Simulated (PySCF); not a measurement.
**Two-component Hartree-Fock for P¹⁴⁺ (phosphorus, charge +14)**

Start: 1s1; 1s1/2 filled at m_j = +1/2. Calculated with PySCF 2.14 in an even-tempered Gaussian basis (15 s from 11 bohr⁻², ratio 2.4; 8 p from 14 bohr⁻², ratio 2.4; 3 d from 40 bohr⁻², ratio 2.6; 3 f from 61 bohr⁻², ratio 2.6): generalised Hartree-Fock with the X2C-1e Hamiltonian and a Gaussian nucleus; one run each with spin-orbit coupling (SO) switched off, then screened by Boettger's factors.

```json
{"spinor shell": "1s1/2", "electrons": "1", "ε, spin-free (eV)": "-3070.5", "ε, screened SO (eV)": "-3070.5", "weight of nominal j (screened SO)": "1.000", "rms radius, screened SO (bohr)": "0.115"}
```

```tsv
quantity	spin-free	screened SO
E (hartree)	-112.83877	-112.83877
M_J	1/2	1/2
⟨J²⟩	0.750	0.750
⟨L²⟩	0.000	0.000
⟨S²⟩	0.750	0.750
```

Without spin-orbit coupling the j labels of p, d and f shells carry no meaning; the spin-free column gives the mean over the occupied spinors of each nl shell.
